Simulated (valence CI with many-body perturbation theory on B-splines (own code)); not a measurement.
**Which ion has this spectrum?**

A relativistic CI+MBPT calculation for an atom or ion with 32 electrons gives these levels (eV):

```tsv
J	Parity	E	g
0	even	0.00	
1	even	98.67	1.50
2	even	103.05	1.18
2	odd	197.35	1.56
2	even	205.04	1.31
1	odd	212.31	1.06
0	even	214.50	
2	odd	255.34	0.76
1	odd	273.96	0.86
2	odd	281.60	1.42
3	odd	285.01	1.16
2	odd	298.41	1.40
3	odd	304.11	1.28
0	odd	308.06
```

The energies are calculated, and their last digits are not significant.

Task: Which is it?
A. W42+
B. Ir45+
C. Re43+
D. Pt46+

Result: C. Re43+, ground level (4s^2 4p1/2^2) J=0.
